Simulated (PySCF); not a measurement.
Electron correlation in Mn²³⁺ (manganese, charge +23)

1s2, closed-shell 1S. Calculation: PySCF 2.14, in an uncontracted even-tempered set (17 s from 24 bohr⁻², ratio 2.2; 7 p from 37 bohr⁻², ratio 2.4; 4 d from 110 bohr⁻², ratio 2.4; 3 f from 160 bohr⁻², ratio 2.4; 3 g from 250 bohr⁻², ratio 2.4); the spin-free X2C one-electron Hamiltonian (Gaussian nucleus). Frozen: nothing; 2 electrons correlated; the 9 highest virtual orbitals of each spin left out.

With two correlated electrons CCSD is exact within the correlated space (frozen core and kept virtual orbitals).

```tsv
level	correlation energy (mhartree)
CCSD	-48.30
```

Diagnostics: T1 = 5.2e-06, D1 = 0.0000, largest double amplitude 0.002.

Cost of the coupled-cluster step: of the order of 2.8 core-seconds, for 2 correlated electrons.

Iterations:

```
CC2 = 0
CCSD nocc = 1, nmo = 97
frozen orbitals [97, 98, 99, 100, 101, 102, 103, 104, 105]
max_cycle = 100
direct = 0
conv_tol = 1e-08
conv_tol_normt = 1e-06
diis_space = 8
diis_start_cycle = 0
Init t2, MP2 energy = -614.527016145354  E_corr(MP2) -0.0478086028922172
Init E_corr(CCSD) = -0.0478086028922172
cycle = 1  E_corr(CCSD) = -0.0482938897261588  dE = -0.000485286834  norm(t1,t2) = 8.659e-05
cycle = 2  E_corr(CCSD) = -0.0483044974900937  dE = -1.06077639e-05  norm(t1,t2) = 2.01391e-06
cycle = 3  E_corr(CCSD) = -0.0483047249424446  dE = -2.27452351e-07  norm(t1,t2) = 5.12699e-08
cycle = 4  E_corr(CCSD) = -0.0483047246581721  dE = 2.84272467e-10  norm(t1,t2) = 3.45041e-10
CCSD converged
E(CCSD) = -614.5275122671203  E_corr = -0.0483047246581721
```
